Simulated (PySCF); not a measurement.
## Radial density of Ne²⁺ (neon, charge +2)

HSE06, [He] 2s1 2p4 3s1, high-spin 5P determinant (an excited configuration). All numbers are calculated (PySCF 2.14, scalar relativity by spin-free X2C-1e, in aug-cc-pCVTZ-DK with one added diffuse shell each of s, p, d, f type (8s7p5d3f, 75 functions)).

```csv
r (bohr),4πr²ρ (e/bohr),4πr²(ρα − ρβ)
0.00290,0.06611,0.0025
0.00488,0.1780,0.0067
0.00821,0.4595,0.0174
0.0138,1.145,0.0433
0.0232,2.657,0.0999
0.0391,5.452,0.2024
0.0657,9.065,0.3283
0.111,10.75,0.3994
0.186,7.842,0.5651
0.313,5.046,1.8393
0.526,6.238,3.8168
0.885,4.357,2.6918
1.49,1.067,0.6944
2.50,0.4676,0.4542
4.21,0.08691,0.0869
7.08,7.327e-05,0.0001
```

Densities and radii are taken from the X2C orbitals without a picture-change correction, which distorts them close to the nucleus.

The outer electron is Rydberg-like, and this basis confines it to a smaller radius and binds it less than a complete one would.
